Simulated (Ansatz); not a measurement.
Cost and result for the atomization energy of BFGa2H2, SMILES `[F][Ga]1[BH][GaH]1` (6 atoms, 6 bonds).

Total charge 0; spin multiplicity 1. Correlated methods include outer-core shells of Ga, which these sets cover unevenly. Scalar relativity is left out up to krypton. The structure was optimised at the PBE0-D4/def2-TZVP level. Program: Ansatz. All runs use 2 threads of an Arm Neoverse V1 on a shared host. Times are those of one run each, without the atoms' runs, and a repeat can differ threefold. Electronic energies, without spin–orbit coupling; frozen cores. CCSD(T)/CBS adds CCSD(T) − MP2 in def2-TZVPP to the MP2 limit, and its time is that of the two runs behind it. T1 = 0.017. With those shells the extrapolation isn't a true limit.

CCSD(T)/CBS is a level of theory with its own doubt, some kJ/mol a heavy atom from the limit and from the frozen cores, so smaller differences don't rank the functionals.

| level | functions | wall time |
| --- | --- | --- |
| revPBE-D4/def2-TZVPP | 186 | 3 s |
| PBE-D4/def2-TZVPP (with forces) | 186 | 3.6 s |
| PBE0-D4/def2-TZVPP | 186 | 4.9 s |
| BHLYP-D4/def2-TZVPP | 186 | 6 s |
| r2SCANh-D4/def2-TZVPP | 186 | 9 s |
| B2PLYP/def2-TZVPP | 186 | 9 s |
| PBE-QIDH/def2-TZVPP | 186 | 9 s |
| CCSD(T)/def2-SVP | 102 | 12 s |
| B97M-V/def2-TZVPP | 186 | 15 s |
| ωB97M-V/def2-TZVPP (with forces) | 186 | 23 s |
| MP2/def2-QZVPP | 352 | 32 s |
| CCSD(T)/def2-TZVPP | 186 | 2.3 min |
| CCSD(T)/CBS(def2) | – | 2.9 min |

(1) What atomization energy does each give, and how far from CCSD(T)/CBS? (Best estimate.)

## Answers

(1) Ansatz gave: 
```tsv
level	atomization (kcal/mol)	difference from CCSD(T)/CBS	per bond
revPBE-D4/def2-TZVPP	375.4	-3.6	-0.6
PBE-D4/def2-TZVPP (with forces)	389.9	10.9	1.8
PBE0-D4/def2-TZVPP	377.7	-1.3	-0.2
BHLYP-D4/def2-TZVPP	355.4	-23.6	-3.9
r2SCANh-D4/def2-TZVPP	382.1	3.1	0.5
B2PLYP/def2-TZVPP	371.9	-7.1	-1.2
PBE-QIDH/def2-TZVPP	378.7	-0.3	0.0
CCSD(T)/def2-SVP	354.2	-24.8	-4.1
B97M-V/def2-TZVPP	384.2	5.2	0.9
ωB97M-V/def2-TZVPP (with forces)	372.4	-6.6	-1.1
MP2/def2-QZVPP	391.1	12.1	2.0
CCSD(T)/def2-TZVPP	371.1	-7.9	-1.3
CCSD(T)/CBS(def2)	379.0	0.0	0.0
```

Leaving LDA and LC-ωPBE aside and taking each functional with its dispersion term where it has one, the values spread over 34.5 kcal/mol, from BHLYP-D4 to PBE-D4. LDA lies +62.5 kcal/mol from PBE without D4, its usual overbinding. In def2-TZVPP, CCSD(T) changes the Hartree–Fock value by +117.7 kcal/mol (the triples alone add +11.2 kcal/mol) and MP2 by +133.1 kcal/mol; breaking electron pairs costs correlation energy, which Hartree–Fock lacks. From r2SCAN to r2SCAN0 (25 % exact exchange), in def2-TZVPP and without D4, the atomization energy moves by −12.6 kcal/mol: exact exchange takes away binding that semilocal exchange gives to molecules.
